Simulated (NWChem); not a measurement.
System: GeSiH6O2; SMILES [OH][GeH]([OH])[SiH3]

```xyz
10

O     -1.2884     0.8860    -0.7219
Ge    -0.1335     0.2500     0.4799
O      1.4321     1.0843     0.2921
Si     0.0053    -2.0795    -0.0148
H     -1.4694     1.8250    -0.5988
H     -0.5517     0.6434     1.9091
H      1.8419     0.9099    -0.5623
H      0.5327    -2.2569    -1.4014
H     -1.3414    -2.7146     0.0938
H      0.9398    -2.7352     0.9491
```
Atoms are numbered in this order, from 1.

Level: PBE0/def2-SVP (NWChem), optimised geometry, unscaled harmonic frequencies. 

Q: List the harmonic frequencies with IR intensities, and the thermochemistry.

A: 
```
frequency (cm⁻¹)  IR intensity (km/mol)
----------------  ---------------------
80                                  0.1
115                                 1.5
152                                 3.4
216                                 5.2
253                               127.0
328                               153.4
359                                15.7
495                                23.3
510                                16.0
686                               189.9
709                                78.0
718                                79.9
756                                 5.8
862                               228.8
901                                29.7
917                               107.7
931                                62.2
934                                29.0
2154                              143.6
2230                               43.3
2242                               86.4
2247                               79.3
3890                               80.8
3902                               71.3
```

| Property | Value |
|---|---|
| zero-point energy | 38.0 kcal/mol |
| thermal correction to the enthalpy at 298.15 K (with zero-point energy) | 43.5 kcal/mol |
| heat capacity Cv | 26.6 cal/(mol K) |
| entropy at 298.15 K and 1 atm (symmetry number 1) | 86.6 cal/(mol K) |
| dipole moment | 0.26 D |

Rigid rotor and harmonic oscillator; modes under 100 cm⁻¹ make the entropy uncertain.
